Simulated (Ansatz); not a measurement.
This geometry of Cl$_{2}$F$_{4}$HTa (8 atoms, charge 0, multiplicity 1) is a first-order saddle point.

All numbers below come from Ansatz, RKS PBE-D4/def2-SVP.

```xyz
8
Properties=species:S:1:pos:R:3
Ta -0.082 -0.257 -0.112
F 1.947 0.224 -0.390
F 0.495 -0.583 1.658
F -0.161 0.118 -1.963
F -0.709 1.443 0.333
Cl -1.942 -1.582 -0.038
Cl 1.392 -2.301 -0.773
H 2.111 -0.943 -0.646
```

(1) Which two structures does it join? (They come from a converged band through this point; their orientation in space is the band's.)

(2) How far does it lie above each of them?

Answers

(1) Bonds broken: Cl7–H8. Bonds formed: F2–H8.

Initial state:

```xyz
8
Properties=species:S:1:pos:R:3
Ta -0.072 0.025 -0.068
F 1.755 0.527 -0.274
F 0.417 -0.563 1.666
F -0.185 0.140 -1.957
F -0.914 1.618 0.382
Cl -1.819 -1.524 -0.078
Cl 1.373 -2.383 -0.774
H 2.496 -1.720 -0.829
```

Final state:

```xyz
8
Properties=species:S:1:pos:R:3
Ta -0.177 -0.474 -0.146
F 2.055 0.288 -0.369
F 0.429 -0.729 1.628
F -0.170 -0.028 -1.986
F -0.385 1.351 0.242
Cl -2.275 -1.337 0.034
Cl 1.167 -2.373 -0.738
H 2.407 -0.578 -0.596
```

(2) 30.6 kJ/mol above the first and 21.3 kJ/mol above the second. This is the barrier of this one path; another mechanism may lie lower. The orbitals stay closed-shell, which can raise the energy where a bond breaks towards radicals; this wasn't checked here.

Run time: 2.3 min on 4 threads of Arm Neoverse V1, with other jobs on the host, peak memory 0.2 GiB.
